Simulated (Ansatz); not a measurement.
Ideal-gas functions of CH5AgO2 (`C[O][Ag-][OH2+]`) at 500 K and 1 bar, from an Ansatz frequency run at PBE0-D4/def2-TZVP.

Molar mass 156.92 g/mol, point group Cs (symmetry number 1), electronic degeneracy 1, moments of inertia 14.171, 275.803, 284.407 u Å². Harmonic wavenumbers (cm⁻¹, unscaled): 62, 83, 95, 156, 212, 289, 391, 496, 537, 1127, 1166, 1184, 1467, 1478, 1492, 1626, 2923, 2955, 2982, 3830, 3928.

Use S(trans) = R[1.5 ln M + 2.5 ln T − 1.1517]; rotational temperatures θ = 24.2544 K / I; S(rot) = R[ln(√π/σ · √(T³/θAθBθC)) + 1.5]; for each mode x = 1.438777 ν̃/T, S = R[x/(eˣ − 1) − ln(1 − e⁻ˣ)] and H = RT x/(eˣ − 1); 1 cm⁻¹ = 0.0119627 kJ/mol; R = 8.31446 J/(mol·K).

**Question.** By hand: the entropy, in J/(mol·K).

**Answer.** Translation 182.7. Rotation: θ = 1.7116, 0.0879, 0.0853 K, giving 112.8. Vibration, mode by mode: 22.66, 20.24, 19.12, 15.04, 12.55, 10.08, 7.76, 6.03, 5.48, 1.43, 1.30, 1.25, 0.65, 0.63, 0.61, 0.44, 0.02, 0.02, 0.01, 0.00, 0.00, in all 125.3. Electronic 0.0. Sum 420.8 J/(mol·K).

**Question.** By hand: H − E and G − E in kJ/mol, counted from the electronic energy.

**Answer.** Zero-point energy ½ × 28479 × 0.0119627 = 170.3; thermal vibration 28.4; translation, rotation and pV give 4 RT = 16.6. H − E = 215.3 kJ/mol, and G − E = 215.3 − 500 × 420.8/1000 = 4.9 kJ/mol.

Vibration gives 30 % of the entropy, 62.0 J/(mol·K) of it from the modes under 150 cm⁻¹: soft modes count most, and the harmonic formula is weakest for them. The sum counts one conformer and one mirror image; others add a mixing term.
